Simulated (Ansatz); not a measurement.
Ga₄O₁₂H₁₂⁺, a hydroxylated oxide cluster. The state is a doublet with charge 1. Geometry r2SCAN-D4/def2-SVP, that of the neutral singlet; atoms count from 1.

```
atom    x (Å)    y (Å)    z (Å)
 Ga1  -0.7285  -1.1242   0.1865
 Ga2  -2.5285   1.1575  -0.0827
 Ga3   1.9653   0.4097   1.3873
 Ga4   1.6299  -0.6436  -1.6282
  O5  -1.3560   2.3009  -0.9145
  O6  -2.3461  -0.5725  -0.8945
  O7  -4.1718   1.8220   0.1128
  O8  -1.2920  -2.6926   0.9172
  O9   2.4698  -0.5905  -3.1957
 O10   0.2954   0.3695  -0.8699
 O11   0.4749  -2.0653  -1.2375
 O12  -1.5047   0.3832   1.2826
 O13   0.8493   1.8385   1.5604
 O14   2.8298  -0.0358  -0.2944
 O15   0.8806  -1.1230   1.3580
 O16   3.3286   0.2715   2.5422
 H17  -1.7257   3.0770  -1.3507
 H18  -2.3279  -0.6678  -1.8549
 H19  -4.7451   1.2738   0.6630
 H20  -2.2457  -2.8085   0.8332
 H21   2.0263  -1.1030  -3.8833
 H22  -0.1662   1.2117  -1.1347
 H23   0.7386  -2.9374  -0.9138
 H24  -0.7636   0.9587   1.6047
 H25   0.5879   2.2255   0.7108
 H26   3.7628  -0.2821  -0.2325
 H27   0.7117  -1.6506   2.1506
 H28   3.3512   0.9974   3.1778
```

Single mean-field runs in def2-TZVP are fitted with def2-universal-jkfit.

(1) Estimate the Mulliken populations from the PBE0/def2-TZVP orbitals of Ansatz.

(2) Where does the spin sit?

(3) And the Mayer bond orders between heavy atoms (over 0.3)?

Answers

(1) 
```csv
atom,charge (e),spin (α − β)
Ga1,0.81,-0.03
Ga2,0.66,-0.01
Ga3,0.69,-0.02
Ga4,0.71,0.00
O5,-0.66,0.00
O6,-0.56,0.01
O7,-0.44,0.19
O8,-0.34,0.51
O9,-0.50,0.02
O10,-0.61,0.00
O11,-0.53,0.04
O12,-0.49,0.03
O13,-0.58,0.04
O14,-0.50,0.00
O15,-0.51,0.03
O16,-0.45,0.21
H17,0.35,0.00
H18,0.36,0.00
H19,0.34,0.00
H20,0.36,-0.01
H21,0.33,0.00
H22,0.40,0.00
H23,0.36,0.00
H24,0.39,0.00
H25,0.34,0.00
H26,0.37,0.00
H27,0.36,0.00
H28,0.35,-0.01
```
Mulliken values depend strongly on the basis.

(2) Summed by element: Ga -0.06, O 1.09, H -0.03, of 1 unpaired in all. Largest on single atoms: O8 0.51, O16 0.21, O7 0.19.

(3) Ga1–O6 0.53 (2.02 Å); Ga1–O8 0.84 (1.82 Å); Ga1–O10 0.36 (2.10 Å); Ga1–O11 0.50 (2.09 Å); Ga1–O12 0.56 (2.02 Å); Ga1–O15 0.52 (1.99 Å); Ga2–O5 0.90 (1.84 Å); Ga2–O6 0.65 (1.92 Å); Ga2–O7 1.10 (1.78 Å); Ga2–O12 0.75 (1.87 Å); Ga3–O13 0.99 (1.82 Å); Ga3–O14 0.64 (1.94 Å); Ga3–O15 0.69 (1.88 Å); Ga3–O16 1.05 (1.79 Å); Ga4–O9 1.24 (1.78 Å); Ga4–O10 0.75 (1.84 Å); Ga4–O11 0.72 (1.87 Å); Ga4–O14 0.66 (1.89 Å).
